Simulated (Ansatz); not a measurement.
`C[SiH2][SiH2]Cl` + H₂ → `[SiH3][SiH2]Cl` + CH₄  (hydrogenolysis of the Si–C bond)

Program: Ansatz. Geometries: PBE0-D4/def2-TZVP. ΔE: electronic, gas phase. CCSD(T)/CBS is the MP2 limit (def2-TZVPP, def2-QZVPP) plus CCSD(T) − MP2 in def2-TZVPP, frozen cores. This one scheme is used for every species. DFT in def2-TZVPP. Each species was taken in one conformer, which may not be the lowest.

```json
{"level": "B97M-V", "ΔE (kJ/mol)": "-32.2"}
{"level": "BHLYP-D4", "ΔE (kJ/mol)": "-33.0"}
{"level": "ωB97X-V", "ΔE (kJ/mol)": "-28.9"}
{"level": "PBE", "ΔE (kJ/mol)": "-30.0"}
{"level": "r2SCAN", "ΔE (kJ/mol)": "-27.2"}
{"level": "r2SCAN0", "ΔE (kJ/mol)": "-29.5"}
{"level": "CCSD/def2-SVP", "ΔE (kJ/mol)": "-42.6"}
{"level": "CCSD/def2-TZVPP", "ΔE (kJ/mol)": "-33.2"}
```

Task: What does CCSD(T)/CBS give? (An estimate is asked.)

Result: Ansatz gave: -26.4 kJ/mol. The listed levels differ from it by -5.8, -6.6, -2.5, -3.6, -0.8, -3.1, -16.2, -6.8 kJ/mol.

Largest T1 diagnostic among the species: 0.011.

At CCSD(T), def2-SVP lies −13.4 kJ/mol from the extrapolated value and def2-TZVPP −2.7 kJ/mol. In def2-TZVPP, CCSD(T) changes the Hartree–Fock value by +21.0 kJ/mol (the triples alone add +4.0 kJ/mol) and MP2 by +26.7 kJ/mol.
